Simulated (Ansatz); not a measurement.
The lowest singlet and triplet of H2Sn (SMILES [SnH2]); geometries from B3LYP-D3(BJ)/def2-TZVP, each state relaxed from the structure named, with no frequency check.
Singlet (charge 0, multiplicity 1):
```json
[
 {"atom": "Sn", "x (Å)": "-0.0001", "y (Å)": "0.0482", "z (Å)": "0.0000"},
 {"atom": "H", "x (Å)": "-1.2620", "y (Å)": "-1.2082", "z (Å)": "0.0000"},
 {"atom": "H", "x (Å)": "1.2686", "y (Å)": "-1.2013", "z (Å)": "0.0000"}
]
```

A positive gap puts the triplet lower; no zero-point energy. R- takes a restricted singlet. The triplet is unrestricted in single-reference levels. Active spaces average the two states.

Correlated levels freeze the cores. Filled d and f shells under p-block atoms count as core.

Codes used: Ansatz (a program for electronic structure) with Gaussian orbitals. Each number belongs to the level named beside it. In def2 rows elements past Kr take small-core potentials, without spin–orbit coupling.

R-PBE/def2-TZVPP gives -35.10 kcal/mol for the gap E(singlet) − E(triplet), vertical, at the singlet's geometry.

Task: Predict the shift from PBE, with its sign, for: R-r2SCAN/def2-TZVPP, R-PBE0/def2-TZVPP, R-wB97M-V/def2-TZVPP, R-B2PLYP/def2-TZVPP, R-MP2/def2-QZVPP, R-CCSD(T)/def2-QZVPP, SC-NEVPT2 on SA-CASSCF(6,6)/def2-QZVPP, FIC-MRCISD+Q on SA-CASSCF(6,6)/def2-QZVPP, FCI/def2-SVP.

Result: R-r2SCAN/def2-TZVPP 3.88; R-PBE0/def2-TZVPP 1.29; R-wB97M-V/def2-TZVPP -1.47; R-B2PLYP/def2-TZVPP -1.19; R-MP2/def2-QZVPP 3.08; R-CCSD(T)/def2-QZVPP 1.82; SC-NEVPT2 on SA-CASSCF(6,6)/def2-QZVPP 1.83; FIC-MRCISD+Q on SA-CASSCF(6,6)/def2-QZVPP 1.08; FCI/def2-SVP 2.87 kcal/mol. 7 of 9 lie above PBE; the widest gap is to R-r2SCAN/def2-TZVPP.

Doubts at one or more of the structures used: a restricted determinant that unrestricted orbitals would lower (R-MP2/def2-QZVPP, R-CCSD(T)/def2-QZVPP).
